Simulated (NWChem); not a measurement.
Species: InNH$_{2}$ClF; SMILES [NH2][In]([F])[Cl]

```xyz
6

In     0.0921     0.3267    -0.0205
F      1.9524     0.8911     0.1568
Cl    -0.2108    -1.9833    -0.0646
N     -1.3853     1.6926     0.0591
H     -2.2557     1.4083    -0.3841
H     -1.1252     2.6174    -0.2768
```
Atoms are numbered in this order, from 1.

Level: PBE0/def2-SVP with def2 effective core potentials on In (NWChem), optimised geometry, unscaled harmonic frequencies. def2 effective core potentials on In; no spin-orbit coupling.

| frequency (cm⁻¹) | IR intensity (km/mol) |
|---|---|
| 100 | 5.1 |
| 126 | 21.4 |
| 132 | 18.6 |
| 254 | 27.9 |
| 376 | 29.2 |
| 449 | 152.2 |
| 613 | 51.1 |
| 641 | 39.1 |
| 818 | 37.7 |
| 1520 | 10.4 |
| 3567 | 31.1 |
| 3677 | 34.7 |

The zero-point energy comes out as 17.5 kcal/mol and the thermal correction to the enthalpy at 298.15 K (with zero-point energy) comes out as 22.1 kcal/mol. The heat capacity Cv is 19.0 cal/(mol K) and the entropy at 298.15 K and 1 atm (symmetry number 1) comes out as 82.8 cal/(mol K).

Rigid rotor and harmonic oscillator; modes under 100 cm⁻¹ make the entropy uncertain.
